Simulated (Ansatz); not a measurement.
Species: sum formula SiHCl₂, charge 0, multiplicity 2. It need not be the lowest isomer of its formula. 
Geometry from a B3LYP-D3(BJ)/def2-TZVP (Ansatz, a program for electronic structure) optimisation:
```xyz
4

Cl    -0.0444    -1.6964     0.3495
Si    -0.5203     0.0665    -0.6084
Cl     0.4756     1.6440     0.2700
H     -0.0476    -0.0405    -2.0131
```
Charge 0, spin multiplicity 2.

Quantity: vertical ionisation energy (to the singlet state of charge +1; each state is the SCF solution reached for its spin), in eV. Valence correlation only, unless marked. UHF or UKS for open shells. Spin-orbit coupling is left out. Non-relativistic. CBS marks a two-point X^-3 extrapolation of the correlation energy; Hartree-Fock from the larger set. The bracket is a focal-point correction in the basis named.

```tsv
level	program	vertical ionisation energy (eV)
r2SCAN/def2-TZVPD	Ansatz	9.06
B3LYP/def2-TZVPD	Ansatz	9.01
```

Predict the RI-MP2/CBS(aug-cc-pV(T+d)Z,aug-cc-pV(Q+d)Z)+[CCSD(T)-MP2]/aug-cc-pV(T+d)Z result (Ansatz).

9.02 eV, so B3LYP/def2-TZVPD differs from it by -0.01 eV.
